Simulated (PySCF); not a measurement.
Species: B2H8N2O.
Atom-mapped SMILES: `[OH:1][BH-:2]1[NH2+:3][BH2-:4][NH2+:5]1` (hydrogens: H6 on O1; H7 on B2; H8, H9 on N3; H10, H11 on B4; H12, H13 on N5)

Cartesian coordinates in Å at the PBE0-D3(BJ)/def2-SVP level; atoms count from 1:
```
atom  x, y, z in Å
O1     1.7782   -0.2626   -0.8683
B2     0.8087   -0.3462    0.1597
N3     0.1290    1.0825    0.4303
B4    -1.2785    0.4271    0.0686
N5    -0.5874   -0.9350   -0.3870
H6     2.5886   -0.7179   -0.6363
H7     1.1304   -0.8899    1.2098
H8     0.4605    1.7815   -0.2320
H9     0.2332    1.4521    1.3704
H10   -1.8436    0.9992   -0.8472
H11   -1.9583    0.2642    1.0661
H12   -0.9187   -1.7866    0.0558
H13   -0.5559   -1.0823   -1.3941
```

Jobs on this species (13 atoms, 40 electrons) with PySCF (density fitting). Hardware of each: one thread of an Arm Neoverse V2, no GPU (shared host). Other jobs ran on the host; a repeat could differ by tens of per cent or more. Peak memory is the resident size of the whole Python process, interpreter and libraries included.

**Question.** Rank these jobs by wall time, shortest first.
A. PBE0/aug-cc-pVDZ; shieldings, ring-centre shieldings, charges and field gradients; 187 basis functions
B. LDA/def2-SVPD; 10 singlets by full TDDFT, 4 Tamm–Dancoff triplets, polarisability, ΔSCF ions; 167 basis functions
C. B3LYP/pcSseg-2; shieldings, ring-centre shieldings; 292 basis functions
D. BHandHLYP/def2-SVPD; 10 singlets by full TDDFT, 4 Tamm–Dancoff triplets, polarisability, ΔSCF ions; 167 basis functions

**Answer.** A (17 s), C (31 s), B (75 s), D (2.3 min).

All jobs:

| level and settings | work | basis functions | SCF cycles | wall time | peak memory |
| --- | --- | --- | --- | --- | --- |
| PBE0/aug-cc-pVDZ | shieldings, ring-centre shieldings, charges and field gradients | 187 | 14 | 17 s | 0.88 GiB |
| PBE0/def2-TZVP | shieldings, ring-centre shieldings, charges and field gradients | 203 | 14 | 19 s | 0.93 GiB |
| B3LYP/pcSseg-2 | shieldings, ring-centre shieldings | 292 | 13 | 31 s | 1.1 GiB |
| PBE0/def2-TZVPD | 10 singlets by full TDDFT, 4 Tamm–Dancoff triplets, polarisability | 260 | 14 | 40 s | 0.95 GiB |
| CAM-B3LYP/pcSseg-2 | shieldings, ring-centre shieldings | 292 | 13 | 41 s | 1.3 GiB |
| LC-wPBE/pcSseg-2 | shieldings, ring-centre shieldings | 292 | 13 | 53 s | 1.2 GiB |
| LDA/def2-SVPD | 10 singlets by full TDDFT, 4 Tamm–Dancoff triplets, polarisability, ΔSCF ions | 167 | 14 | 75 s | 0.47 GiB |
| PBE/def2-SVPD | 10 singlets by full TDDFT, 4 Tamm–Dancoff triplets, polarisability, ΔSCF ions | 167 | 15 | 1.9 min | 0.64 GiB |
| BHandHLYP/def2-SVPD | 10 singlets by full TDDFT, 4 Tamm–Dancoff triplets, polarisability, ΔSCF ions | 167 | 12 | 2.3 min | 0.75 GiB |

**Question.** What do all jobs in the table cost together?

**Answer.** About 8.8 min; the longest takes about 26 % of that, and about 8.1 times as long as the shortest.
